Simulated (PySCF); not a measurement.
Molfile (atoms numbered from 1):
```
C7H13ClSi
     RDKit          3D

 22 22  0  0  0  0  0  0  0  0999 V2000
   -2.4815    0.7317    0.0856 C   0  0  0  0  0  0  0  0  0  0  0  0
   -1.0702    0.2556   -0.2521 C   0  0  2  0  0  0  0  0  0  0  0  0
   -0.9982   -1.2730   -0.2139 C   0  0  0  0  0  0  0  0  0  0  0  0
    0.7564   -1.9127   -0.5621 Si  0  0  0  0  0  4  0  0  0  0  0  0
    1.8658   -0.7439    0.4657 C   0  0  0  0  0  0  0  0  0  0  0  0
    1.3505    0.6417    0.2730 C   0  0  0  0  0  0  0  0  0  0  0  0
    2.0848    1.5586   -0.3437 C   0  0  0  0  0  0  0  0  0  0  0  0
    1.5423    3.1678   -0.6745 Cl  0  0  0  0  0  0  0  0  0  0  0  0
   -0.0584    0.8782    0.7246 C   0  0  0  0  0  0  0  0  0  0  0  0
   -2.5497    1.8150    0.0132 H   0  0  0  0  0  0  0  0  0  0  0  0
   -2.7511    0.4374    1.0986 H   0  0  0  0  0  0  0  0  0  0  0  0
   -3.2057    0.2971   -0.6004 H   0  0  0  0  0  0  0  0  0  0  0  0
   -0.8202    0.5986   -1.2624 H   0  0  0  0  0  0  0  0  0  0  0  0
   -1.7084   -1.6811   -0.9346 H   0  0  0  0  0  0  0  0  0  0  0  0
   -1.3317   -1.6116    0.7702 H   0  0  0  0  0  0  0  0  0  0  0  0
    0.9235   -3.2998   -0.1163 H   0  0  0  0  0  0  0  0  0  0  0  0
    1.0930   -1.7785   -1.9834 H   0  0  0  0  0  0  0  0  0  0  0  0
    2.9113   -0.8166    0.1728 H   0  0  0  0  0  0  0  0  0  0  0  0
    1.8008   -1.0100    1.5212 H   0  0  0  0  0  0  0  0  0  0  0  0
    3.0890    1.3774   -0.6927 H   0  0  0  0  0  0  0  0  0  0  0  0
   -0.2061    0.4371    1.7136 H   0  0  0  0  0  0  0  0  0  0  0  0
   -0.2467    1.9504    0.7967 H   0  0  0  0  0  0  0  0  0  0  0  0
  1  2  1  0
  2  3  1  0
  3  4  1  0
  4  5  1  0
  5  6  1  0
  6  7  2  0
  7  8  1  0
  6  9  1  0
  9  2  1  0
  1 10  1  0
  1 11  1  0
  1 12  1  0
  2 13  1  6
  3 14  1  0
  3 15  1  0
  4 16  1  0
  4 17  1  0
  5 18  1  0
  5 19  1  0
  7 20  1  0
  9 21  1  0
  9 22  1  0
M  END
```

- GIAO PBE0/pcSseg-1 shieldings
- GFN2-xTB structure
- code: PySCF
- gas phase, one averaged value for each set of equivalent atoms, single conformer, relativity neglected

Shifts are taken against calculated references (same method and geometry level): TMS for ¹³C (σref 186.93).

**Question.** Do the ¹³C shifts follow the atomic charges (in e)? Tabulate both.

**Answer.** 
```csv
atoms,hybridisation,δ (ppm),σ para (ppm),Hirshfeld,IAO,Mulliken,ESP-fitted
C6,sp2,149.1,-223,+0.00,+0.01,-0.34,+0.28
C7,sp2,119.6,-183,-0.05,-0.21,-0.04,-0.41
C9,sp3,43.4,-104,-0.08,-0.27,-0.04,-0.35
C2,sp3,37.5,-98,-0.02,-0.08,-0.38,+0.49
C1,sp3,29.8,-89,-0.12,-0.41,-0.18,-0.69
C5,sp3,22.6,-86,-0.16,-0.53,-0.39,-0.56
C3,sp3,20.2,-85,-0.16,-0.54,-0.47,-0.57
```

Correlation coefficients of δ with charge over these carbons: Hirshfeld +0.72, IAO +0.74, Mulliken +0.29, ESP-fitted +0.42; with the paramagnetic shielding -1.00. Among the 5 sp3 carbons alone: Hirshfeld +0.83, IAO +0.84, Mulliken +0.75, ESP-fitted +0.54. With so few points, grouped by hybridisation, these coefficients are fragile. Charge is one influence among several: hybridisation and low-lying excitations act through the paramagnetic term.

Carbons that carry Cl, above all several Cl atoms, come out too deshielded, partly because spin–orbit coupling is missing. Shifts are as computed. Against solution values, carbons near 30 ppm lie about +3 ppm off and those near 130 ppm about +5 ppm; carbons on Cl a further +6 ppm. Of 1211 compounds with measured shifts, 218 miss one by over three times the rms of a fit or turn the order of signals round; such compounds aren't used in these exercises.
